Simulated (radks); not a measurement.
Results of a calculation; reference values are marked as such.
Question: Species: In+. Configuration: [Kr] 4d10 5s2. Level of theory: scalar-relativistic Kohn-Sham, BLYP, spin-polarised, spherical densities, finite nucleus; Fermi nuclear charge, rms radius 4.6156 fm (a radial shooting solver on a logarithmic mesh with Libxc functionals). Some entries of the table are withheld. Estimate them.

| orbital | occ. | eigenvalue (hartree) | <r^2> (bohr^2) | r(max) (bohr) |
|---|---|---|---|---|
| 1s | 2 | -1020.332 | 0.001195 | (1) |
| 2s | 2 | (2) | 0.01947 | 0.1086 |
| 2p | 6 | -137.3773 | (3) | 0.08691 |
| 3s | 2 | -29.24290 | 0.1390 | 0.3155 |
| 3p | 6 | -24.12511 | (4) | 0.3088 |
| 3d | 10 | -16.17416 | 0.1251 | 0.2581 |
| 4s | 2 | -4.66395 | 0.8138 | (5) |
| 4p | 6 | -3.13791 | 0.9722 | 0.8154 |
| 4d | 10 | -0.95140 | 1.671 | 0.9305 |
| 5s | 2 | -0.54954 | 7.032 | 2.111 |

Answer: 
(1) 1s r(max) (bohr): 0.01922
(2) 2s eigenvalue (hartree): -153.0063
(3) 2p <r^2> (bohr^2): 0.01536
(4) 3p <r^2> (bohr^2): 0.1399
(5) 4s r(max) (bohr): 0.7694
